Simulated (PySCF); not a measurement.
## Atomic charges by several schemes

Compound: AlCl2(OEt), C2H5AlCl2O.
Cartesian coordinates in Å at the PBE0-D3(BJ)/def2-SVP level; atoms count from 1:
```xyz
11
C2H5AlCl2O angstrom
Al     1.0162    1.6188   -0.7811
Cl     2.8987    2.2273   -1.4154
Cl    -0.6813    2.5015   -1.6162
O      0.9093    0.4301    0.3959
C     -0.0665   -0.3748    0.9944
C     -0.7633   -1.2656   -0.0128
H      0.4286   -0.9903    1.7651
H     -0.8119    0.2514    1.5192
H     -1.5051   -1.9131    0.4794
H     -1.2920   -0.6615   -0.7680
H     -0.0347   -1.9092   -0.5296
```

Density: PBE0/pcSseg-1 (pcSseg-2 on Al) (PySCF); schemes: Mulliken, IAO, Hirshfeld and ESP-fitted. Isolated species at its PBE0-D3(BJ)/def2-SVP geometry (one conformer only).

Problem. Atoms with like bonding are taken together and averaged. Do the Mulliken, IAO, Hirshfeld and ESP-fitted schemes agree on where the charge is highest?

Solution. All schemes agree: Mulliken Al1 (+0.936); IAO Al1 (+1.115); Hirshfeld Al1 (+0.576); ESP-fitted Al1 (+0.894).

Problem. Which atoms carry the lowest charge in the Mulliken, IAO, Hirshfeld and ESP-fitted schemes?

Solution. All schemes agree: Mulliken O4 (-0.625); IAO O4 (-0.667); Hirshfeld O4 (-0.299); ESP-fitted O4 (-0.588).

Problem. What partial charge does each atom carry?

Solution. In e; atoms taken as equivalent share a row and are averaged (×n: the atom named and its like, n in all):

| atom | environment | Mulliken | IAO | Hirshfeld | ESP-fitted |
| --- | --- | --- | --- | --- | --- |
| Al1 | aluminium bonded to 2 Cl and O | +0.936 | +1.115 | +0.576 | +0.894 |
| Cl2/Cl3 | chlorine bonded to Al | -0.315 | -0.347 | -0.187 | -0.297 |
| O4 | oxygen bonded to Al and C | -0.625 | -0.667 | -0.299 | -0.588 |
| C5 | carbon bonded to C, O and 2 H | +0.076 | -0.025 | +0.011 | +0.375 |
| C6 | carbon bonded to C and 3 H | -0.348 | -0.422 | -0.120 | -0.363 |
| H7/H8 | hydrogen on C5 | +0.111 | +0.132 | +0.040 | -0.006 |
| H9/H10/H11 | hydrogen on C6 | +0.123 | +0.142 | +0.042 | +0.096 |

Mean size of the charges over all atoms: IAO 0.329 e, Mulliken 0.292 e, ESP-fitted 0.283 e, Hirshfeld 0.144 e. Each set sums to the total charge, 0, to within 0.001 e. The IAO scheme projects the occupied orbitals on a minimal set of polarised atomic orbitals and counts the electrons in each atom's part of it. The Hirshfeld scheme divides the density at each point in proportion to the densities of the neutral, spherically averaged free atoms.

Some averages cover members that differ in this geometry: H9/H10/H11, ESP-fitted +0.086 to +0.114 e.

Problem. How closely do the schemes follow one another over all atoms?

Solution. Correlation coefficient and root-mean-square difference: Mulliken with IAO 1.00, 0.070 e; IAO with Hirshfeld 0.99, 0.237 e; Mulliken with Hirshfeld 0.99, 0.180 e; Mulliken with ESP-fitted 0.96, 0.106 e; Hirshfeld with ESP-fitted 0.94, 0.194 e; IAO with ESP-fitted 0.94, 0.156 e.

Problem. How many electrons does the IAO scheme count on C6?

Solution. Z − q = 6 − (-0.422) = 6.422.
